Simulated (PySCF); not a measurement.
CH4AlBO (calculated)

Computed with PySCF 2.14.0. Calculation on a computer-drawn molecule: the log of a Hartree-Fock and frozen-core CCSD(T) single point meant for a local Hartree-Fock minimum, with one planted fault or none, to be diagnosed. Offsets are logged minus clean, where the clean run is the same molecule without the fault. The reference is restricted for singlets and unrestricted otherwise, and also for a bond in bohr or an excited solution. Adding or removing an electron swaps singlet and doublet. The excited solution moves the top pair (singlet) or top alpha electron (doublet) to the lowest empty orbital. Highest occupied and lowest empty are orbital energies over both spins, largest force is the largest gradient component, triples share is (T) over the correlation energy, the T1 limit is 0.02 restricted and 0.045 unrestricted, electrons count all cores, a negative frequency is imaginary (commonest isotopes), and the dipole is about the centre of nuclear charge.

CH4AlBO

Logged structure:
```xyz
8
CH4AlBO
C     -0.3670     0.1950     0.4081
B      0.6295    -0.8795     1.0285
O      0.5912    -0.9697     2.3925
Al     1.9673    -2.1195    -0.3451
H      0.1737     0.9225    -0.2107
H     -0.9292     0.7414     1.1717
H     -1.0851    -0.2917    -0.2650
H      1.1779    -1.6083     2.7639
```

- meant charge: 0
- meant multiplicity: 1
- meant basis: cc-pV(D+d)Z
- logged electrons: 36
- logged basis functions: 85
- logged SCF converged: yes
- logged spin squared: 0
- logged highest occupied: -4.912 eV
- logged lowest empty: -1.3839 eV
- logged largest force: 0.035973 hartree/bohr
- logged CC converged: no
- logged dipole magnitude: 0.90255 debye
- logged SCF stable within its kind: no
- logged energy HF: -381.5176 hartree
- possible faults: no fault, one electron removed, one electron added, multiplicity raised by two, geometry at a saddle point, SCF held on an excited solution, minimal basis STO-3G, one bond length entered in bohr, all coordinates scaled
- planted fault: SCF held on an excited solution
- HF energy offset from clean run: 95.99 kcal/mol

Drawn bonds:
```csv
atom,other atom,order
1,2,1
2,3,1
2,4,1
1,5,1
1,6,1
1,7,1
3,8,1
```

Notes: CCSD not converged.
